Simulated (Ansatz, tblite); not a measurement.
Cost and result up the ladder for Ag3H3⁻ (the lowest doublet isomer of a short search) (6 atoms). Total charge -1; doublet. Geometry: PBE-D4/def2-TZVPD.

```xyz
6

Ag   -0.0168    1.0332    1.8535
Ag    0.2398   -2.0945   -2.8513
Ag   -0.0057   -0.4077   -0.5866
H    -0.2410    2.4189    2.7397
H    -0.2575   -0.3871   -2.2855
H     0.2812   -0.5627    1.1302
```

Ansatz on 4 threads of Arm Neoverse V1 on a shared host; xTB runs through tblite on one thread. Times are rough, summed over both states, and most runs start from the orbitals of an earlier one. PBE0-D4/def2-TZVPD serves as the yardstick here, not as an exact answer. The other state is a singlet.

In the def2 sets Ag takes a core potential; there is no spin–orbit coupling. The xTB rows come from tblite. The structure comes from a short search, and lower isomers may exist.

Raw xTB energies of ions are shifted by several eV, and xTB has no spin-polarisation term.

```csv
level,functions,wall time,vertical IE (eV),difference from PBE0-D4/def2-TZVPD (eV),remarks
GFN2-xTB,30,0.008 s,5.41,3.15,–
GFN1-xTB,33,0.01 s,5.72,3.46,–
PBE-D4/def2-TZVPD (with forces),147,4.2 s,2.30,0.03,"HOMO above zero (-1 doublet), restricted, untested (singlet)"
PBE0-D4/def2-TZVPD,147,4.6 s,2.26,0.00,–
r2SCAN-D4/def2-TZVPD,147,8.9 s,2.35,0.09,–
```
